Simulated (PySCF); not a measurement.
Si(H)3(NH2) (H5NSi), SMILES N[SiH3]. Atoms are numbered in the order given.

```xyz
7

Si    -0.5756    -0.0027     0.0000
N      1.1463     0.0581     0.0000
H     -1.0586     0.6901     1.2196
H     -1.0586     0.6901    -1.2196
H     -1.1700    -1.3700     0.0000
H      1.6607    -0.1896     0.8302
H      1.6607    -0.1896    -0.8302
```

Coordinates come from a ωB97X-D3(BJ)/def2-TZVP optimisation.

Level of theory: TDA-ωB97X/def2-TZVPD (PySCF).

Vertical excitations. The molecule is in vacuum. State labels are in the subgroup Cs.

Q: Give excitation energies, oscillator strengths and character. (The exact figures need the calculation; the answer reports its results.)

A: 
```csv
state,symmetry,energy (eV),λ (nm),f,main pairs
S1,A',6.39,194,0.026,HOMO→LUMO 91 %
S2,A",7.84,158,0.002,HOMO→LUMO+2 89 %
S3,A',8.00,155,0.038,HOMO→LUMO+1 82 %
S4,A',8.25,150,0.033,"HOMO→LUMO+4 43 %, HOMO→LUMO+3 37 %, HOMO−2→LUMO 12 %"
S5,A',8.38,148,0.051,"HOMO→LUMO+3 57 %, HOMO→LUMO+4 32 %"
S6,A",8.45,147,0.011,HOMO→LUMO+5 78 %
S7,A",8.71,142,0.031,HOMO−1→LUMO 71 %
S8,A',9.22,134,0.054,"HOMO−2→LUMO 55 %, HOMO→LUMO+4 15 %"
S9,A",9.46,131,0.035,"HOMO→LUMO+6 38 %, HOMO→LUMO+9 15 %, HOMO−1→LUMO+1 12 %, HOMO→LUMO+5 8 %"
S10,A",9.54,130,0.158,"HOMO−1→LUMO+1 67 %, HOMO→LUMO+9 11 %"
T1,A',6.12,203,0,HOMO→LUMO 86 %
T2,A",7.64,162,0,HOMO→LUMO+2 85 %
T3,A',7.80,159,0,"HOMO→LUMO+1 58 %, HOMO→LUMO+3 14 %"
T4,A',7.95,156,0,"HOMO→LUMO+4 36 %, HOMO→LUMO+3 19 %, HOMO−2→LUMO 18 %, HOMO→LUMO+1 15 %"
```
Triplets are in the Tamm–Dancoff approximation.
